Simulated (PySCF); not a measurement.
Sn(Cl)(Me)2(OH) (C2H7ClOSn), SMILES [CH3][Sn]([CH3])([Cl])[OH]. Atoms are numbered in the order given.

```xyz
12

C      1.8691    -0.7550    -1.0024
Sn     0.0071     0.0461    -0.2517
C     -1.8697    -0.5194    -1.1376
O     -0.0258     2.0545    -0.3476
Cl    -0.0472    -0.5320     2.0699
H      1.9982    -0.4537    -2.0594
H      2.7040    -0.3623    -0.3927
H      1.8433    -1.8584    -0.9247
H     -2.4920    -0.9912    -0.3551
H     -2.3559     0.4053    -1.5009
H     -1.7114    -1.2248    -1.9745
H      0.6694     2.4355     0.2223
```

The structure is a stationary point at PBE-D3(BJ)/def2-SVP. The def2 effective core potentials stand for the cores of Sn; spin–orbit coupling is left out. The values are those of a single conformer.

The numbers are results of TDA-PBE0/def2-SVPD (PySCF), not measurements.

Vertical excitations. The molecule is in vacuum.

```csv
state,energy (eV),λ (nm),f,main pairs
S1,6.13,202,0.110,"HOMO→LUMO 65 %, HOMO−1→LUMO 17 %"
S2,6.29,197,0.050,"HOMO−1→LUMO 47 %, HOMO→LUMO 20 %, HOMO−2→LUMO 20 %"
S3,6.42,193,0.057,"HOMO−2→LUMO 64 %, HOMO−1→LUMO 26 %"
S4,6.99,177,0.002,HOMO→LUMO+1 85 %
S5,7.18,173,0.067,"HOMO−3→LUMO 46 %, HOMO−1→LUMO+1 22 %, HOMO−2→LUMO+1 9 %"
S6,7.28,170,0.092,HOMO→LUMO+2 88 %
S7,7.37,168,0.045,"HOMO−1→LUMO+1 47 %, HOMO−3→LUMO 30 %"
S8,7.59,163,0.033,HOMO−2→LUMO+1 65 %
S9,7.61,163,0.045,"HOMO−4→LUMO 37 %, HOMO−1→LUMO+2 29 %, HOMO−5→LUMO 23 %"
S10,7.78,159,0.086,"HOMO−4→LUMO 33 %, HOMO−1→LUMO+1 20 %, HOMO−5→LUMO 16 %, HOMO−1→LUMO+2 14 %"
T1,5.34,232,0,HOMO→LUMO 89 %
T2,5.74,216,0,HOMO−1→LUMO 74 %
T3,5.86,211,0,HOMO−2→LUMO 74 %
T4,6.36,195,0,HOMO−3→LUMO 73 %
```
Triplets are in the Tamm–Dancoff approximation.
